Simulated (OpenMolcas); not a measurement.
# Mn5+: effect of the level shift or regulariser

```
Program             : OpenMolcas
Basis               : ANO-RCC-VTZP [6s5p3d2f1g]
Scalar Hamiltonian  : DKH2, point nucleus
Active space        : 2 electrons in 5 orbitals (3d)
State averaging     : 2S+1 = 3 even, 10 roots; 2S+1 = 1 even, 15 roots
Spin-orbit coupling : state interaction with AMFI integrals over the reference wave functions, term energies averaged over their components
```

Methods on the same reference wave functions:
A. CASSCF
B. SS-CASPT2, IPEA 0.25 Eh, imaginary shift 0.1 Eh (closed shells correlated: 3s 3p)
C. SS-CASPT2, IPEA 0.25 Eh, real shift 0.2 Eh (closed shells correlated: 3s 3p)
D. SS-CASPT2, IPEA 0.25 Eh, sigma2 regulariser 0.3 Eh (closed shells correlated: 3s 3p)

Energies in cm⁻¹ above 3d² ³F₂, the measured ground level; measured values from Corliss and Sugar, J. Phys. Chem. Ref. Data 6, 1253 (1977).

| Level | A | B | C | D | Measured |
| --- | --- | --- | --- | --- | --- |
| 3d² ³F₂ | 0.0 | 0.0 | 0.0 | 0.0 | 0.0 |
| 3d² ³F₃ | 751 | 757 | 757 | 757 | 746 |
| 3d² ³F₄ | 1704 | 1710 | 1710 | 1710 | 1669 |
| 3d² ¹D₂ | 18834 | 15280 | 15280 | 15280 | 15336 |
| 3d² ³P₀ | 21888 | 18560 | 18570 | 18560 | 17782 |
| 3d² ³P₁ | 22157 | 18840 | 18840 | 18840 | 18057 |
| 3d² ³P₂ | 22764 | 19440 | 19440 | 19440 | 18628 |
| 3d² ¹G₄ | 28820 | 26060 | 26070 | 26060 | 25511 |
| 3d² ¹S₀ | 69682 | 60850 | 60870 | 60850 |  |

Deviations, from unrounded energies. A percentage is the sum of absolute deviations over the sum of measured energies, with the sign that they share, or ± where signs differ.

```csv
Against measurement,Levels,A,B,C,D
mean absolute deviation (cm-1),7,2700,430,430,430
fine structure of the ground term (%),2,+1.7,+2.2,+2.2,+2.2
other terms of the ground configuration (%),5,+20.1,±3.1,±3.1,±3.1
```

B, C, D lie about equally close to measurement and A furthest from it. The largest miss of B in the table is 3d² ³P₂, by +810 cm-1. The ranking rests on the paired levels alone, and a cruder setting can come out closer through cancelling errors.

Among B to D the level of the table that moves most is 3d² ¹S₀, by 16 cm-1 (lowest in D, highest in C). Moves below CASPT2's spread within the term are not significant.

The two smallest mean deviations differ by little beside CASPT2's spread within terms, so their order carries little weight.

From A to B the spin-free energies of the other terms of 3d² shown, above ³F, scale by factors of 0.80 to 0.90, as is usual when dynamic correlation screens the repulsion within a d or f shell.

The lowest spin-free term lies below A's lowest term by 0.293 hartree in B, 0.293 hartree in C, 0.293 hartree in D.

CASPT2 breaks the degeneracy within a term, and the mean is taken; among the terms shown or strongly mixed into the levels shown the widest spread is 770 cm-1 (3d² ¹G, B). Without dynamic correlation excited terms often stand tens of per cent too high (terms of higher spin than the ground term too low), and those without a measured partner can miss by more than the paired ones (holds for A). Measured partners are found by configuration, term and J. A level has none where our copy of the source lacks it or the pairing is in doubt (some pairs that miss far off the trend of their configuration count as doubtful), and it then counts in no deviation. Only configurations of the active space appear.
